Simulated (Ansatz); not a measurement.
Start from `CCOB(O)O` and change one atom or group to get `COB(O)O`.

Ansatz, PBE0-D4/def2-TZVP geometries, multiplicity 1. Each molecule was computed in one conformer, which needn't be the lowest.

```
                                      property  `CCOB(O)O`
             HOMO energy (PBE/def2-TZVPP) / eV       -6.71
         HOMO–LUMO gap (B3LYP/def2-TZVPP) / eV        8.46
           HOMO–LUMO gap (PBE/def2-TZVPP) / eV        6.64
size of the dipole moment (PBE/def2-TZVPP) / D        0.36
         HOMO energy (ωB97M-V/def2-TZVPP) / eV      -10.69
         LUMO energy (ωB97M-V/def2-TZVPP) / eV        2.09
```

Q: What does the change do to each property? (Best estimate.)

A: Computed: 
```csv
property,`COB(O)O`,shift
HOMO energy (PBE/def2-TZVPP) / eV,-6.81,-0.10
HOMO–LUMO gap (B3LYP/def2-TZVPP) / eV,8.55,0.09
HOMO–LUMO gap (PBE/def2-TZVPP) / eV,6.71,0.07
size of the dipole moment (PBE/def2-TZVPP) / D,0.24,-0.12
HOMO energy (ωB97M-V/def2-TZVPP) / eV,-10.85,-0.16
LUMO energy (ωB97M-V/def2-TZVPP) / eV,2.08,-0.01
```

Dipoles are sizes alone; their direction can turn.

B3LYP here is the variant with VWN-RPA as its local correlation; programs differ in this.
